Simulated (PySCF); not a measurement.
Property card for `c1(ccpc(p1)C)F`

Compound: C5H5FP2.
Structure used (GFN2-xTB), in Å, numbered top down from 1:
```
atom  x, y, z in Å
C1     2.4784    0.0200   -0.0920
C2     0.9702    0.0090   -0.0558
P3     0.2416   -1.5566   -0.3030
C4    -1.4589   -1.2517   -0.1684
C5    -2.0946   -0.0520    0.0730
C6    -1.4547    1.1547    0.2537
F7    -2.2606    2.2274    0.4757
P8     0.2389    1.5593    0.2428
H9     2.8604    1.0206   -0.2893
H10    2.8802   -0.3086    0.8680
H11    2.8559   -0.6600   -0.8543
H12   -2.0850   -2.1267   -0.2955
H13   -3.1763   -0.0348    0.1274
```

**GFN2-xTB geometry**

```
Rotational constants A, B, C of the GFN2-xTB geometry : 2.283, 1.320, 0.841 GHz
```

wB97X-D/def2-SVPD ground state and vertical TDDFT (core frozen in the response) (PySCF):

```
Dipole moment                                                     : 1.25 D
HOMO energy                                                       : -8.88 eV
LUMO energy                                                       : -0.55 eV
HOMO–LUMO gap                                                     : 8.33 eV
Lowest singlet excitation                                         : 4.10 eV (302 nm, f = 0.013)
Strongest line among the 8 lowest singlet transitions             : S5 at 5.32 eV (233 nm, f = 0.302)
Lowest triplet excitation (Tamm–Dancoff)                          : 2.84 eV
Static isotropic polarisability                                   : 107.6 au
Electronic spatial extent ⟨r²⟩ about the centre of nuclear charge : 1277 bohr²
```

**PBE0/pcSseg-1 ground state and GIAO shieldings, non-relativistic (PySCF)**

```
Lowest Hirshfeld atomic charge                              : -0.13 e on C1
Highest Hirshfeld atomic charge                             : +0.09 e on P3/P8
13C chemical shifts (computed TMS as zero) by class         : 222.3 (C2), 210.9 (C6), 166.7 (C4), 126.6 (C5), 31.3 (C1) ppm
1H chemical shifts (computed TMS as zero) by class          : 9.38 (H12), 8.04 (H13), 3.41 (H9/H10/H11) ppm
Isotropic shieldings of nuclei other than C and H, by class : 244 (F7), 73 (P3), 103 (P8) ppm
Mayer bond orders between heavy atoms                       : C1–C2 1.03, C2–P3 1.27, P3–C4 1.32, C4–C5 1.44, C5–C6 1.41, C6–F7 0.88, C6–P8 1.27, P8–C2 1.30
```

Monoisotopic mass from the formula: 145.9851 u.

The polarisability is 15.94 Å³ as a volume (1 au = 0.148185 Å³), or 1.45 au for each of the 74 electrons. With B = h/(8π²I), that is 505.379 GHz u Å² over I, the principal moments of inertia are 221.4, 382.8 and 601.1 u Å² (most abundant isotopes); the inertial defect Ic − Ia − Ib is -3.1 u Å² (zero for a rigid planar frame, negative otherwise). The largest Löwdin shares of the HOMO are 0.25 on P3, 0.19 on C6, 0.16 on C4 and 0.12 on P8. The vertical singlet–triplet gap S1 − T1 is 1.26 eV (TDDFT singlet less Tamm–Dancoff triplet; S1: HOMO→LUMO, weight 0.33, beside HOMO→LUMO+1, weight 0.31; T1: HOMO→LUMO, weight 0.70). S1 lies 4.23 eV below the HOMO–LUMO gap; its leading configuration is HOMO→LUMO, weight 0.33, beside HOMO→LUMO+1, weight 0.31. No computed singlet falls in the visible range (750 to 380 nm, 1.65 to 3.26 eV); S1 lies 0.84 eV above its blue end. The rotational constants make it an asymmetric top with κ = (2B − A − C)/(A − C) = -0.34, nearer the prolate limit (−1). The 8 singlets span 4.10 to 5.77 eV, and their oscillator strengths add up to 0.67.

Geometry: GFN2-xTB; no solvent or vibrations. NMR classes are plain means over equivalent atoms (diastereotopic ones count apart unless rotation or inversion swaps them), as if these changed places fast; in this geometry the members of some classes differ.
